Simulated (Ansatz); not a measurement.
Program: Ansatz. Geometries: PBE0-D4/def2-TZVP. ΔE: electronic, gas phase. CBS: MP2 limit from def2 TZ/QZ plus the TZ coupled-cluster correction, frozen cores. Functionals use def2-TZVPP. HSE06 is defined as in plane-wave codes. def2 core potentials past Kr. For Ga, I outer-core shells are correlated without core-valence functions, which leaves a few kJ/mol of doubt a bond. Scalar relativity is left out up to krypton. Each species was taken in one conformer, which may not be the lowest.

Reaction (ligand exchange at a Ga–I bond): `[Cl][Ga]([Cl])[I]` + CH₃NH₂ → `C[NH][Ga]([Cl])[Cl]` + HI

| level | ΔE (eV) |
| --- | --- |
| PBE0-D4 | 0.87 |
| HSE06-D4 | 0.88 |
| SCS-MP2/def2-QZVPP | 0.79 |
| HF/CBS(def2) | 0.92 |

(1) What does CCSD(T)/CBS give? (Estimate.)

Largest T1 diagnostic among the species: 0.012.

Answers

(1) Computed: +0.78 eV. The listed levels differ from it by 0.09, 0.10, 0.01, 0.14 eV.

From PBE to PBE0 (25 % exact exchange), in def2-TZVPP and without D4, ΔE moves by +0.04 eV. Leaving LDA and LC-ωPBE aside and taking each functional with its dispersion term where it has one, the values, not all of them listed here, spread over 0.14 eV, from CAM-B3LYP-D4 to BHLYP-D4. LDA lies −0.15 eV from PBE without D4.
